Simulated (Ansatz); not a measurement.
CH6BClGeSi, relaxed with RKS PBE-D4/def2-SVP in Ansatz from a rough embedded geometry. The force threshold is 0.03 eV/Å; the program also tests the step.

Charge 0, multiplicity 1. The bonds changed during the relaxation, so this is another structure than the one it started from.

Start:

```xyz
11

B     0.269   -2.040   -0.324
Si    0.820   -0.246   -0.236
Cl    2.300    0.453   -1.499
C     0.226    0.910    1.035
Ge   -1.084    1.155   -0.351
H    -0.244   -2.535   -1.281
H     0.485   -2.793    0.601
H     0.857    1.759    1.250
H    -0.262    0.314    1.889
H    -0.898    2.544   -1.031
H    -2.468    0.479   -0.053
```

Q: By how much does the energy fall, and how many steps does the optimiser take? (Estimate.)

A: Ansatz gave: 1.75 eV, in 15 steps.

Q: Which bonds change most? (Best estimate.)

A: Computed: B1–Ge5 from 3.470 to 2.188 Å; Si2–Ge5 from 2.367 to 2.514 Å; C4–Ge5 from 1.922 to 2.058 Å; B1–Si2 from 1.879 to 1.969 Å.

Q: Give the relaxed structure. (Estimate.)

A: Ansatz gave: 
```xyz
11

B    -0.128   -1.548   -0.600
Si    1.301   -0.371    0.071
Cl    2.729    0.512   -1.169
C     0.416    0.950    1.056
Ge   -1.070    0.398   -0.257
H     0.016   -2.070   -1.687
H    -0.644   -2.195    0.302
H     0.808    1.982    1.034
H     0.105    0.652    2.076
H    -1.159    1.460   -1.378
H    -2.374    0.231    0.553
```
